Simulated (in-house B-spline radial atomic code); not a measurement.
Results of a calculation; reference values are marked as such.
**Building a PAW p channel for In, r_c = 3.11 bohr**

In, [Kr] 4d10 5s2 5p1, non-relativistic LDA (VWN5), spherical and spin-unpolarised, from a B-spline radial code for spherical atoms (atomic units; all potentials screened as in the neutral atom).

Two all-electron partial waves φ1, φ2 are integrated outwards at E1 = ε(5p) = -0.101783 and E2 = E1 + 2 hartree; φ1 is the bound orbital and φ2 has unit norm inside r_c = 3.1092 bohr. Smooth partners are polynomials, r^2(a0 + a1 r² + a2 r⁴ + a3 r⁶), matched to φ and three derivatives at r_c, with no condition on the norm. The local potential is -2.23873 + (0.515055) r² + (-0.0503482) r⁴ + (0.00181315) r⁶ inside 2.6692 bohr and the all-electron one outside.

```json
{"wave": "1", "φ(r_c)": "0.5519898", "φ'(r_c)": "-0.04238587", "a0": "0.1955823", "a1": "-0.02481935", "a2": "0.001373217", "a3": "-2.975652e-05"}
{"wave": "2", "φ(r_c)": "0.9301235", "φ'(r_c)": "-0.2614534", "a0": "-0.7932525", "a1": "0.2687979", "a2": "-0.02557767", "a3": "0.0007541099"}
```

Inside r_c the overlaps are <φi φj> = [[0.40861, 0.02622], [0.02622, 1.00000]] and, for the smooth waves, [[0.43709, 0.06682], [0.06682, 0.86671]]. With χj = (Ej − T − V_local) applied to smooth wave j, the program's quadrature gives the matrix B_ij = <smooth i, χj> as [[0.08353, -0.06169], [-0.14289, 0.71895]].

Question: Check the match of the first wave, and find the augmentation charges q_ij.

Answer: At r_c the four terms are 1.89072, -2.31945, 1.24060, -0.25988, which sum to 0.5520, φ1(r_c) to rounding. q_ij is the all-electron overlap less the smooth one: [[-0.02848, -0.04060], [-0.04060, 0.13329]]. The smooth first wave has a norm of 0.4371 inside r_c against 0.4086, so q11 is negative and must stay small enough for the overlap operator to be positive.

Question: B isn't symmetric. Show that D_ij = B_ij + Ej q_ij is.

Answer: Integrating by parts gives B12 − B21 = (E1 − E2) q12: -0.06169 − (-0.14289) = 0.08120, and −2 × (-0.04060) = 0.08120. So D12 = -0.06169 + (1.898217)(-0.04060) = -0.13875 and D21 = -0.14289 + (-0.101783)(-0.04060) = -0.13875; D11 = 0.08642, D22 = 0.97197. The projectors, p = (B⁻¹)ᵀ χ, are dual to the smooth waves; det B = 0.051.

Solving (T + V_local + Σ p D p) ψ = E (1 + Σ p q p) ψ in a sphere of 9 bohr, whose wall lifts the free-atom level a little, gives these levels:

| all-electron | one projector | two projectors |
| --- | --- | --- |
| -0.099293 | -0.099294 | -0.099293 |
| 0.142562 | 0.141742 | 0.142288 |
| 0.506921 | 0.497954 | 0.505251 |
| 1.027720 | 0.979194 | 1.024750 |
| 1.696580 | 1.531730 | 1.696090 |

Question: What does the second projector gain?

Answer: With one projector the errors are 0.00, -0.82, -8.97, -48.53, -164.85 millihartree. With two the errors are 0.00, -0.27, -1.67, -2.97, -0.49 millihartree. The scattering is exact at E1 and at E2 = 1.898, and over all levels compared the largest error is 3 millihartree. The lowest eigenvalue of the overlap operator is 0.8069 with one and 0.8661 with two projectors. The smooth orbital alone needs a cutoff of 1.69 hartree for 1 millihartree of kinetic energy, against 3.28 for a norm-conserving Troullier-Martins orbital of the same radius; part of the gain comes from giving up the norm, part from the simpler form.
